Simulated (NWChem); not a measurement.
# Correlation energy of CHO2

SMILES: O=C[O]
```xyz
4

O     -1.1753     0.0000    -0.1653
C      0.0000     0.0000     0.2092
O      1.1753     0.0000    -0.1653
H      0.0000     0.0000     1.3892
```
Charge 0, spin multiplicity 2.

The numbers come from NWChem runs, not from measurements. Structure: optimised with UPBE/def2-SVP, a minimum by its harmonic frequencies.

Basis set: STO-3G. Each correlation energy counts from its own Hartree-Fock reference.

The correlated methods keep 3 core orbitals frozen. The structure started from a generated list of species. The unpaired electrons of the parent sit in orbitals of symmetry a1 (C2v labels of the run); other states weren't searched. No SCF solution was tested for a lower state. Open-shell Hartree-Fock references start from PBE0 orbitals. Coupled-cluster values serve here as a point of comparison, not as the truth.

| method | correlation energy (mHa) | remark |
|---|---|---|
| UMP2 | (withheld) | - |
| SCS-UMP2 | (withheld) | - |
| CCSD on UHF | -209.2 | - |
| CCSD[T] on UHF | -232.9 | - |
| CCSD(T) on UHF | -228.8 | - |
| CCSD on ROHF | -218.0 | - |
| CCSD[T] on ROHF | (withheld) | - |
| CCSD(T) on ROHF | -239.6 | - |
| CCSDT on ROHF | -240.2 | large amplitudes |

**Question.** What belongs in the gaps?

**Answer.** 
- UMP2, correlation energy (mHa): -202.6
- SCS-UMP2, correlation energy (mHa): -189.9
- CCSD[T] on ROHF, correlation energy (mHa): -243.9
